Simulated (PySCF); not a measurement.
Ligands exchanged one at a time, B H-OH. All species are isolated molecules in the gas phase. One relaxed conformer stands for each flexible species; it need not be the lowest. Strings in code marks are SMILES.

These are PBE0-D4/def2-TZVP run with PySCF values and carry that method's errors. All candidates: neutral, multiplicity 1. Delta-SCF ions had no search for a lower state. Excitations are Tamm–Dancoff values on a coarser integration grid. The basis has no diffuse functions, so Rydberg states are missing or too high.

```json
{
 "vertical ionisation energy (Delta-SCF)": "12.08 eV",
 "HOMO–LUMO gap": "10.33 eV",
 "T1 excitation (TDA)": "7.78 eV"
}
```

Q: Say which member has these values.
(A) `BO`
(B) `OBO` (H–O–B–O torsion 0°, O–B–O–H torsion 180°)
(C) `OB(O)O`

A: B, `OBO` (H–O–B–O torsion 0°, O–B–O–H torsion 180°). The others give `BO`: 11.75 eV, 8.45 eV, 5.78 eV; `OB(O)O`: 11.80 eV, 9.31 eV, 7.60 eV
